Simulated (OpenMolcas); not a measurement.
S⁵⁺: effect of the IPEA shift

```
Program             : OpenMolcas
Basis               : ANO-RCC-VTZP [5s4p2d1f]
Scalar Hamiltonian  : DKH2, point nucleus
Active space        : 1 electron in 4 orbitals (3s 3p)
State averaging     : 2S+1 = 2 even, 1 root; 2S+1 = 2 odd, 3 roots
Spin-orbit coupling : RASSI with atomic mean-field integrals over the reference wave functions, term energies averaged over their components
```

Methods on the same reference wave functions:
A. CASSCF
B. SS-CASPT2, IPEA 0 Eh, imaginary shift 0.1 Eh (closed shells correlated: 2s 2p)
C. SS-CASPT2, IPEA 0.25 Eh, imaginary shift 0.1 Eh (closed shells correlated: 2s 2p)

Energies in cm⁻¹ above 3s ²S_1/2, the measured ground level; measured values from NIST levels in Podobedova, Kelleher and Wiese, J. Phys. Chem. Ref. Data 38, 171 (2009).

| Level | A | B | C | Measured |
| --- | --- | --- | --- | --- |
| 3s ²S_1/2 | 0.0 | 0.0 | 0.0 | 0.0 |
| 3p ²P°_1/2 | 105736 | 106029 | 106027 | 105874 |
| 3p ²P°_3/2 | 106808 | 107100 | 107099 | 107138 |

Deviations, from unrounded energies. A percentage is the sum of absolute deviations over the sum of measured energies, with the sign that they share, or ± where signs differ.

```json
{"Against measurement": "mean absolute deviation (cm-1)", "Levels": "2", "A": "230", "B": "96", "C": "96"}
{"Against measurement": "other configurations (%)", "Levels": "2", "A": "-0.2", "B": "±0.1", "C": "±0.1"}
```

B, C lie about equally close to measurement and A furthest from it. The largest miss of C in the table is 3p ²P°_1/2, by +150 cm-1. The ranking rests on the paired levels alone, and a cruder setting can come out closer through cancelling errors.

Between B and C no level of the table moves by more than 5 cm-1.

The two smallest mean deviations differ by little beside CASPT2's spread within terms, so their order carries little weight.

The lowest spin-free term lies below A's lowest term by 0.016 hartree in B, 0.016 hartree in C.

With one active electron the reference holds no correlation, so core polarisation is missing (holds for A). With one active electron, CASPT2 adds the correlation within the correlated inactive shells and between them and that electron, and leaves the splitting within a term as the reference gives it (holds for B; C). Computed and measured levels are paired by configuration, term and J; levels that our copy of the source lacks, or whose pairing is in doubt (as where it misses far off the trend of its configuration), stay unpaired and out of the deviations. Levels of configurations outside the active space are missing.

° marks odd parity.
